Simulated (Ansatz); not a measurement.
`[F][Ge][SH]` + H₂ → `[F][GeH]` + H₂S at 400 K and 1 bar (hydrogenolysis of a Ge–S bond).

Program: Ansatz. Geometries: PBE0-D4/def2-TZVP. ΔE: electronic, gas phase. CCSD(T)/CBS adds triple-zeta CCSD(T) − MP2 to the extrapolated MP2 energy (def2 sets, frozen cores). This one scheme is used for every species. For Ge outer-core shells are correlated without core-valence functions, which leaves a few kJ/mol of doubt a bond. Scalar relativity is left out up to krypton. Each species was taken in one conformer, which may not be the lowest.

```tsv
species	CCSD(T)/CBS energy (Eh)	H − E (kJ/mol)	S (J/(mol·K))
`[F][Ge][SH]`	-2574.33845	50.3	314.5
H₂	-1.17544	38.0	139.0
`[F][GeH]`	-2176.50038	34.5	264.7
H₂S	-398.97279	53.4	215.9
```

H − E and S are ideal-gas, rigid-rotor, harmonic terms from PBE0-D4/def2-TZVP, for one conformer and one mirror image of each species. The MP2-based limit puts H₂ 0.8 mEh under its directly extrapolated value; such offsets cancel only in part. 1 Eh = 2625.50 kJ/mol, R = 8.31446 J/(mol·K).

**Question.** By hand: ΔE, ΔH, ΔS and ΔG.

**Answer.** ΔE = (-2176.50038) + (-398.97279) − (-2574.33845) − (-1.17544) = 0.04072 Eh = 106.9 kJ/mol. Δ(H − E) = 34.5 + 53.4 − 50.3 − 38.0 = -0.4, so ΔH = 106.5 kJ/mol. ΔS = 264.7 + 215.9 − 314.5 − 139.0 = 27.1 J/(mol·K). ΔG = 106.5 − 400 × (27.1)/1000 = 95.7 kJ/mol.

**Question.** By hand: the equilibrium constant, and the temperature at which ΔG would vanish if ΔH and ΔS stayed fixed.

**Answer.** log₁₀ K = −ΔG/(RT ln 10) = -12.5. ΔG = 0 at ΔH/ΔS = 3930 K, far beyond where these terms or the molecules hold.

ΔH outweighs TΔS. A doubt of 5 kJ/mol in ΔE shifts log₁₀ K by 0.7 here. Other conformers and mirror images would add mixing entropy, several J/(mol·K) or more a flexible species. These are equilibria of isolated gas molecules and say nothing of rates. Largest T1 diagnostic: 0.015 (customary marks: 0.02 for closed shells, 0.045 for open ones).
